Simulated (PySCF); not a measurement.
**Worked example: entropy of an ideal gas**

Cd(F)(NH2) (CdFH2N), SMILES [F][Cd][NH2].

Geometry: B3LYP-D3(BJ)/def2-TZVP. The def2 effective core potentials stand for the cores of Cd; spin–orbit coupling is left out. The values are those of a single conformer.

B3LYP-D3(BJ)/def2-TZVP run with PySCF gives the harmonic wavenumbers 139, 141, 506, 605, 674, 849, 1563, 3469, 3557 cm⁻¹ and the rotational temperatures 13.3181, 0.1723, 0.1713 K. The molar mass is 147.44 g/mol, the symmetry number 1, the spin multiplicity 1.

Work out the entropy at 298.15 K and 1 atm in the rigid-rotor, harmonic-oscillator model.


Translation (Sackur–Tetrode at 1 atm): S = R[1.5 ln M + 2.5 ln T − 1.16487] = 171.0 J/(mol K).
Rotation: q = (√π/σ) T^1.5/√(θA θB θC) = 14600, S = R[ln q + 3/2] = 92.2 J/(mol K).
Vibration: with u = 1.4388 ν/T, each mode gives R[u/(e^u − 1) − ln(1 − e^−u)]:
| ν (cm⁻¹) | modes | u | S (J/(mol K)) |
|---|---|---|---|
| 139 | 1 | 0.67 | 11.79 |
| 141 | 1 | 0.68 | 11.67 |
| 506 | 1 | 2.44 | 2.69 |
| 605 | 1 | 2.92 | 1.85 |
| 674 | 1 | 3.25 | 1.42 |
| 849 | 1 | 4.10 | 0.72 |
| 1563 | 1 | 7.54 | 0.04 |
The stiffer modes add less than 0.005 each. Sum 30.2 J/(mol K).
Spin: R ln 1 = 0.0 J/(mol K).
Total 293.4 J/(mol K); the program's own thermochemistry gives 293.4. Translation makes up 58 % and vibration 10 %. Anharmonicity, hindered rotation and orbital degeneracy are left out.
